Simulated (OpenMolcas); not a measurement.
**C2H5NSi (SMILES C[SiH2]C#N): methods side by side**

C2H5NSi: 9 atoms, total charge 0, spin state singlet. As SMILES, `C[SiH2]C#N`. Geometry: relaxed at PBE0-D4/def2-TZVP.

Quantity: the HOMO–LUMO gap, in eV. The values are calculated.

| level | kind | program | value (eV) | CPU time |
| --- | --- | --- | --- | --- |
| SVWN5/cc-pVDZ | LDA | OpenMolcas | 6.84 | 52 s |
| BLYP/cc-pVDZ | GGA | OpenMolcas | 6.90 | 55 s |
| PBE/cc-pVDZ | GGA | OpenMolcas | 6.92 | 56 s |
| r2SCAN/cc-pVDZ | meta-GGA | OpenMolcas | 7.45 | 72 s |
| BHLYP/cc-pVDZ | global hybrid | OpenMolcas | 11.46 | 36 s |
| M06-2X/cc-pVDZ | hybrid meta-GGA | OpenMolcas | 11.41 | 43 s |
| PBE0/cc-pVDZ | global hybrid | OpenMolcas | 9.23 | 40 s |
| B2PLYP/cc-pVDZ | double hybrid | OpenMolcas | 11.71 | 27 s |

The values span 6.84 to 11.71 eV. Orbital gaps aren't excitation energies, and those of double hybrids come from the SCF part alone; they tend to grow with the share of exact exchange. CPU times are rough (shared hosts, several kinds of processor and program).
